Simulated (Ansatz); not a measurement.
A nudged elastic band was laid between two geometries of Cl2FHOTi + H4Si (11 atoms, charge 0, multiplicity 1).

All numbers below come from RHF/def2-SVP (Ansatz 0.2.0).

| Quantity | Value |
| --- | --- |
| movable images | 5 |
| climbing image | yes |
| spring | 5.0 eV/Å² |
| optimiser | quadratic models (default) |
| start path | through a guess of the saddle point |
| force threshold | 0.03 eV/Å |
| iteration limit | 60 |
| end points | relaxed |

First end point:

```xyz
11
Properties=species:S:1:pos:R:3
Ti 0.823 -0.284 -0.168
F 1.161 -0.071 1.506
O 2.287 -0.225 -1.048
H 3.078 -0.236 -1.566
Cl -0.521 1.333 -0.837
Cl -0.141 -2.243 -0.452
Si -3.617 0.156 1.551
H -3.788 -0.409 0.194
H -4.657 -0.403 2.450
H -3.753 1.631 1.502
H -2.278 -0.202 2.076
```

Last end point:

```xyz
11
Properties=species:S:1:pos:R:3
Ti -0.714 -0.652 -0.582
F 1.247 1.722 1.452
O 0.454 -0.968 0.670
H 1.004 -0.561 1.327
Cl -0.717 1.499 -1.259
Cl -1.462 -2.335 -1.838
Si -2.740 -0.449 0.965
H -3.927 -0.093 0.161
H -2.918 -1.757 1.630
H -2.436 0.608 1.954
H 0.803 2.034 0.727
```

(1) Which bonds break or form, and what moves?

(2) What energy profile does the band end with?

Answers

(1) Bonds broken: Ti1–F2, Si7–H11. Bonds formed: Ti1–Si7, F2–H11. Cl2FHOTi + H4Si becomes Cl2H4OSiTi + FH.

(2) It did not converge within its limit. The highest image is number 3 of 0 to 6, 71.1 kcal/mol above the first end and 33.3 kcal/mol above the last; the last end lies 37.8 kcal/mol above the first. The band didn't meet its force threshold, so its energies are provisional: the largest band force was still 0.03 eV/Å, and over the last iterations the top stayed at 3.08 eV. Neighbouring images lie up to 3.4 Å apart, so the band is torn or far too coarse. The orbitals stay closed-shell, which can raise the energy where a bond breaks towards radicals; this wasn't checked here.

```tsv
image	path coordinate (Å)	energy (kcal/mol)	Ti1–F2 (Å)	Si7–H11 (Å)	Ti1–Si7 (Å)
0	0.00	0.0	1.72	1.48	4.78
1	2.92	0.1	1.72	1.48	4.89
2	5.84	2.8	1.72	1.47	4.28
3	8.76	71.1	1.95	1.97	2.54
4	12.18	39.1	4.11	3.52	2.55
5	15.59	38.2	4.57	5.50	2.55
6	19.01	37.8	3.69	4.33	2.56
```

Run time: 10 min on 4 threads of Arm Neoverse V1, with other jobs on the host, peak memory 0.5 GiB.
